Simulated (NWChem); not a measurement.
Species: CdHOF; SMILES [OH][Cd][F]

```xyz
4

Cd     0.0033     0.0097     0.0000
F     -0.0260     1.9340     0.0000
O     -0.0898    -1.9428     0.0000
H      0.7935    -2.3297     0.0000
```
Atoms are numbered in this order, from 1.

All runs: NWChem. Medium grid unless said otherwise, to which SCAN and Minnesota functionals are sensitive. Coordinates come from a PBE0/def2-SVP optimisation. def2 effective core potentials on Cd; no spin-orbit coupling. B3LYP is NWChem's, with the RPA form of VWN correlation. Total energies of different functionals are on different scales.

```json
[
 {"level": "B3LYP/def2-SVP", "energy (Ha)": "-343.3162", "highest occupied level (eV)": "-7.84", "orbital gap (eV)": "5.85", "dipole (D)": "2.02"},
 {"level": "PBE/def2-SVP", "energy (Ha)": "-343.0950", "highest occupied level (eV)": "-6.42", "orbital gap (eV)": "3.88", "dipole (D)": "1.95"},
 {"level": "r2SCAN0/def2-SVP", "energy (Ha)": "-343.1758", "highest occupied level (eV)": "-8.39", "orbital gap (eV)": "6.93", "dipole (D)": "2.07"},
 {"level": "B97-D/def2-SVP", "energy (Ha)": "-343.5179", "highest occupied level (eV)": "-6.46", "orbital gap (eV)": "3.96", "dipole (D)": "1.97"},
 {"level": "BP86/def2-SVP", "energy (Ha)": "-343.3735", "highest occupied level (eV)": "-6.55", "orbital gap (eV)": "3.95", "dipole (D)": "1.97"},
 {"level": "MN15-L/def2-SVP", "energy (Ha)": "-342.4926", "highest occupied level (eV)": "-7.07", "orbital gap (eV)": "4.89", "dipole (D)": "2.01"},
 {"level": "revPBE/def2-SVP", "energy (Ha)": "-343.2564", "highest occupied level (eV)": "-6.34", "orbital gap (eV)": "3.91", "dipole (D)": "1.93"},
 {"level": "LC-BLYP (range parameter 0.33 per bohr)/def2-SVP", "energy (Ha)": "-342.7647", "highest occupied level (eV)": "(withheld)", "orbital gap (eV)": "(withheld)", "dipole (D)": "1.99"},
 {"level": "PW91/def2-SVP", "energy (Ha)": "-343.2912", "highest occupied level (eV)": "-6.50", "orbital gap (eV)": "3.86", "dipole (D)": "1.96"},
 {"level": "LC-wPBE (HJS exchange hole, range parameter 0.4 per bohr)/def2-SVP", "energy (Ha)": "-343.1776", "highest occupied level (eV)": "-10.88", "orbital gap (eV)": "11.52", "dipole (D)": "1.98"},
 {"level": "TPSSh/def2-SVP", "energy (Ha)": "-343.1893", "highest occupied level (eV)": "-7.16", "orbital gap (eV)": "5.17", "dipole (D)": "1.98"}
]
```

What belongs in the gaps?


- LC-BLYP (range parameter 0.33 per bohr)/def2-SVP, highest occupied level (eV): -10.39
- LC-BLYP (range parameter 0.33 per bohr)/def2-SVP, orbital gap (eV): 10.50
